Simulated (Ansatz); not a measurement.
These are Ansatz (a program for electronic structure) with frozen-core CCSD(T)/cc-pVTZ // PBE0-D4/def2-TZVP values and carry that method's errors.

Ansatz 0.2 input:
```yaml
crystal:
  periodic: [false, false, false]
  atoms:
    - { symbol: B, position_ang: [-0.138695, 0.038757, 0.0] }
    - { symbol: S, position_ang: [1.43352, -0.245959, -0.000005] }
    - { symbol: H, position_ang: [-1.294824, 0.248206, 0.000004] }
basis:
  gaussian: { orbitals: cc-pVTZ }
correlation:
  method: ccsd_t
```

Output:

```
Functional definition: HF
447 factors; integrals over basis functions are off by at most 1.5e-3 eV
mean field evaluation 1: about -11505.0283 eV, gradient 1.5e1 eV
mean field evaluation 2: about -11505.0330 eV, gradient 1.5e1 eV
mean field evaluation 4: about -11505.9157 eV, gradient 1.9e0 eV
mean field evaluation 8: about -11505.9330 eV, gradient 6.2e-5 eV
mean field evaluation 16: about -11505.9325 eV, gradient 3.4e-1 eV
mean field -11505.93303599 eV, -422.8352400711 hartree, gradient 2.3e-6 eV, S^2 0.000000; 0 other end points of the search recorded, 0 dependent functions left out
6 core orbitals not correlated
reference -11505.93303599 eV, -422.8352400711 hartree; 5, 5 occupied and 67, 67 virtual orbitals, 447 factors
second order -7.13196155 eV of doubles, -0.00000000 eV of singles
cycle   1  -7.40751997 eV  change   -2.8e-1 eV  update   8.2e-2
cycle   2  -7.63028477 eV  change   -2.2e-1 eV  update   2.6e-2
cycle   3  -7.69835988 eV  change   -6.8e-2 eV  update   1.6e-2
cycle   4  -7.69181355 eV  change    6.5e-3 eV  update   4.1e-3
cycle   5  -7.69156769 eV  change    2.5e-4 eV  update   1.4e-3
cycle   6  -7.69149139 eV  change    7.6e-5 eV  update   3.1e-4
cycle   7  -7.69152163 eV  change   -3.0e-5 eV  update   7.1e-5
cycle   8  -7.69154092 eV  change   -1.9e-5 eV  update   2.4e-5
cycle   9  -7.69153462 eV  change    6.3e-6 eV  update   5.9e-6
perturbative correction -0.43037122 eV, -0.0158158504 hartree
Total energy: -11514.05494183 eV, -423.1337146054 hartree
```

Cost: roughly 0.9 core-seconds.
